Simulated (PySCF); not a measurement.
Continuum solvent and chemical shifts

Mapped SMILES: `[CH3:1][CH2:2][CH2:3]/[C:4]([SiH3:5])=[CH:6]\[SiH3:7]` (H(Xn): hydrogen on atom n).

GIAO PBE0/pcSseg-1 in PySCF 2.14.0 with density-fitted response routines on one PBE0-D3(BJ)/def2-SVP conformer, non-relativistic, equivalent nuclei averaged. Solvents enter as an IEF-PCM continuum (chloroform with ε = 4.7, tetrahydrofuran with ε = 7.4) around the gas-phase geometry. Shifts are referred to TMS computed in the same medium.

Gas phase, δ in ppm: C4 172.0, C6 144.4, C3 43.4, C2 23.8, C1 13.3, Si5 -63.6, Si7 -86.4, H(C6) 6.60, H(Si5) 4.18, H(Si7) 4.16, H(C3) 2.39, H(C2) 1.52, H(C1) 0.88. Dipole moment 0.71 D.

Q: How does each δ change in the continuum?

A: 
```tsv
atoms	environment	Δδ, chloroform	Δδ, tetrahydrofuran
C4	fully substituted alkene carbon	+2.0	+2.3
C6	alkene CH	+0.1	+0.1
C3	allylic sp3 CH2	+0.8	+0.9
C2	sp3 CH2	+0.4	+0.5
C1	methyl carbon	+0.4	+0.4
Si5	silicon bonded to C, 3 H	-0.3	-0.4
Si7	silicon bonded to C, 3 H	0.0	0.0
H(C6)	hydrogen on an alkene CH	+0.05	+0.05
H(Si5)	hydrogen on a silicon bonded to C	-0.04	-0.04
H(Si7)	hydrogen on a silicon bonded to C	-0.05	-0.05
H(C3)	hydrogen on an allylic sp3 CH2	+0.04	+0.05
H(C2)	hydrogen on an sp3 CH2	+0.04	+0.05
H(C1)	hydrogen on a methyl carbon	-0.02	-0.03
```

Changes are relative to the gas phase. The dipole moment becomes 0.86 D in chloroform, 0.88 D in tetrahydrofuran.

Q: Which of the listed nuclei move most (in ppm), and what does the model miss?

A: C4 (fully substituted alkene carbon, +2.3 ppm) in tetrahydrofuran. A continuum only polarises the solute; specific hydrogen bonds, the anisotropy of aromatic solvents and changes of geometry or conformer are outside it.
